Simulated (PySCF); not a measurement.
# MIn cations for M along the alkali metals

PBE0 with double-zeta basis sets in PySCF, for the lowest determinant that a PBE0 search found; no spin–orbit coupling. De refers to high-spin ground-configuration atoms (the charge goes to the atom of lower measured ionisation energy or higher electron affinity, which is not always the lowest computed limit). A positive dipole points towards In; it is taken about the centre of mass and depends on that origin.

```csv
M,basis,charged atom,state (unpaired electrons),Re (Å),ωe (cm⁻¹),De (eV),μ (D)
Li,cc-pVDZ/cc-pVDZ-PP,Li+,doublet (σ ↑),3.224,192,1.38,-8.92
Na,def2-SVPD,Na+,doublet (σ ↑),3.569,95.6,1.07,-8.26
K,x2c-SVPall,K+,doublet (σ ↑),4.087,65.6,0.67,-10.20
Rb,def2-SVP,Rb+,doublet (σ ↑),4.170,47.7,0.51,-7.50
Cs,def2-SVP,Cs+,doublet (σ ↑),4.410,41.5,0.44,-6.16
```

The shortest bond is that of LiIn⁺ (3.224 Å), the longest that of CsIn⁺ (4.410 Å).

The rows differ in basis set, which adds steps of its own.

Down a group the atoms grow and get heavier, so bonds lengthen and wavenumbers fall; this series shows no clear exception.

Weak bonds: CsIn⁺. Basis-set superposition, not corrected here, can be much of De in a small basis, most of all at correlated wavefunction levels. These are scalar-relativistic numbers at best; spin–orbit coupling would shift them, the dissociation energy most. For an ion De counts to the pair picked by the measured ionisation energies or electron affinities, which need not be the lowest pair at this level. States were picked by a PBE0 search and need not be the measured ground states.
